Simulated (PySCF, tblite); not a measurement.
Isomers of [C7H14N2P]+ (charge +1), one GFN2-xTB conformer each. Single-point energies are computed at PBE0/pcSseg-1 (PySCF, gas phase, no added dispersion term), electronic only.

Task: Rank them by PBE0/pcSseg-1 energy, lowest first (kcal/mol).
A. `[CH:1]#[C:2][P+:3]1([CH3:4])[N:5]([CH3:6])[CH2:7][CH2:8][N:9]1[CH3:10]` (charge +1) with C2–P3–N5–C6 -77°, P3–N5–C7–C8 -28°, N5–C7–C8–N9 37°, C7–C8–N9–C10 180°
B. `[CH2:1]=[CH:2][P+:3]1([CH3:4])[N:5]([CH3:6])[CH:7]=[CH:8][N:9]1[CH3:10]` (charge +1) with C1–C2–P3–C4 0°

Result: B (0.0), A (19.2).

GFN2-xTB itself gives, in the same order: 0.0, 14.7. Both levels put the same isomer lowest.

Task: Which frontier levels and rotational constants go with these structures?

Result: 
```
               SMILES  HOMO (eV, PBE0/pcSseg-1)  LUMO (eV)      A, B, C (MHz)
C=C[P+]1(C)N(C)C=CN1C                     -9.67      -5.52  1379, 1198, 832.2
 C#C[P+]1(C)N(C)CCN1C                    -11.19      -5.18  1262, 1212, 884.5
```

Task: What happens when harmonic zero-point energies from GFN2-xTB frequencies are added?

Result: 
```tsv
SMILES	ZPE (kcal/mol)	electronic (kcal/mol)	with ZPE (kcal/mol)
C=C[P+]1(C)N(C)C=CN1C	123.2	0.0	0.0
C#C[P+]1(C)N(C)CCN1C	124.2	19.2	20.2
```

The zero-point energies span 1.0 kcal/mol. The order is unchanged.
